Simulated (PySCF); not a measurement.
Molfile (atoms numbered from 1):
```
CH13NOSi4
     RDKit          3D

 20 19  0  0  0  0  0  0  0  0999 V2000
   -0.6003   -1.6632   -1.2134 C   0  0  0  0  0  0  0  0  0  0  0  0
   -1.2355   -1.6860    0.0818 N   0  0  0  0  0  0  0  0  0  0  0  0
   -1.1617   -0.3514    1.2006 Si  0  0  2  0  0  4  0  0  0  0  0  0
   -2.1719    1.5363    0.2263 Si  0  0  0  0  0  4  0  0  0  0  0  0
    1.0436    0.2919    1.7218 Si  0  0  0  0  0  4  0  0  0  0  0  0
    1.6485    0.9812    0.3248 O   0  0  0  0  0  0  0  0  0  0  0  0
    2.5627    0.7712   -1.0358 Si  0  0  0  0  0  4  0  0  0  0  0  0
   -0.6502   -0.6481   -1.6392 H   0  0  0  0  0  0  0  0  0  0  0  0
    0.4697   -1.9543   -1.2034 H   0  0  0  0  0  0  0  0  0  0  0  0
   -1.1155   -2.3294   -1.9256 H   0  0  0  0  0  0  0  0  0  0  0  0
   -1.3227   -2.6143    0.4806 H   0  0  0  0  0  0  0  0  0  0  0  0
   -1.9084   -0.7652    2.4311 H   0  0  0  0  0  0  0  0  0  0  0  0
   -3.6348    1.3191   -0.0004 H   0  0  0  0  0  0  0  0  0  0  0  0
   -1.9902    2.7251    1.1175 H   0  0  0  0  0  0  0  0  0  0  0  0
   -1.5327    1.8452   -1.0913 H   0  0  0  0  0  0  0  0  0  0  0  0
    1.9063   -0.8737    2.1115 H   0  0  0  0  0  0  0  0  0  0  0  0
    1.1202    1.3098    2.8157 H   0  0  0  0  0  0  0  0  0  0  0  0
    1.6819    0.7864   -2.2413 H   0  0  0  0  0  0  0  0  0  0  0  0
    3.2839   -0.5390   -0.9814 H   0  0  0  0  0  0  0  0  0  0  0  0
    3.5576    1.8769   -1.1438 H   0  0  0  0  0  0  0  0  0  0  0  0
  1  2  1  0
  2  3  1  0
  3  4  1  0
  3  5  1  0
  5  6  1  0
  6  7  1  0
  1  8  1  0
  1  9  1  0
  1 10  1  0
  2 11  1  0
  3 12  1  1
  4 13  1  0
  4 14  1  0
  4 15  1  0
  5 16  1  0
  5 17  1  0
  7 18  1  0
  7 19  1  0
  7 20  1  0
M  END
```

Geometry: PBE0-D3(BJ)/def2-SVP; GIAO absolute shieldings from PySCF 2.14, gas phase, non-relativistic, averaged over equivalent atoms.

At PBE0/pcSseg-1 (212 basis functions, 75 s wall time on 1 thread of an Intel Xeon, shared host):
| atoms | σ (ppm) |
| --- | --- |
| C1 | 151.4 |
| N2 | 271.2 |
| Si5 | 368.9 |
| Si7 | 388.1 |
| Si3 | 390.7 |
| Si4 | 466.7 |
| O6 | 343.7 |
| H16 | 25.69 |
| H17 | 26.04 |
| H12 | 26.21 |
| H18/H19/H20 | 26.26 |
| H13/H14/H15 | 27.62 |
| H8/H9/H10 | 28.54 |
| H11 | 32.08 |

**Question.** What do these become at mPW1PW91/pcSseg-1?

**Answer.** 
```csv
atoms,σ at mPW1PW91/pcSseg-1,change
C1,150.6,-0.8
N2,270.2,-1.0
Si5,367.7,-1.2
Si7,387.0,-1.1
Si3,389.0,-1.7
Si4,463.2,-3.5
O6,342.8,-0.9
H16,25.81,+0.12
H17,26.15,+0.11
H12,26.32,+0.11
H18/H19/H20,26.36,+0.10
H13/H14/H15,27.69,+0.07
H8/H9/H10,28.61,+0.07
H11,32.14,+0.06
```

The largest change is at Si4 (silicon bonded to Si, 3 H). Cost: 212 basis functions, 61 s wall time on 1 thread of an Intel Xeon, shared host.
